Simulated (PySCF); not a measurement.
Cl2H2InN. Atoms are numbered in the order given.

```xyz
6

In     0.0188     0.2479     0.0000
Cl    -0.0148    -0.9817     1.9839
Cl    -0.0148    -0.9817    -1.9839
N     -0.1263     2.2559     0.0000
H      0.2337     2.7196    -0.8306
H      0.2337     2.7196     0.8306
```
Charge 0, spin multiplicity 1.

Geometry: PBE0-D3(BJ)/def2-SVP. The def2 effective core potentials stand for the cores of In; spin–orbit coupling is left out. The values are those of a single conformer.

The numbers are results of HF/def2-TZVP (PySCF), not measurements.

ESP charges are fitted to the potential on shells at 1.4 to 2.0 van der Waals radii. Atomic charges (e):

```csv
atom,Löwdin,Mulliken,ESP fit
In1,0.06,1.24,1.00
Cl2,0.03,-0.46,-0.36
Cl3,0.03,-0.46,-0.36
N4,-0.43,-0.84,-0.92
H5,0.15,0.26,0.32
H6,0.15,0.26,0.32
```
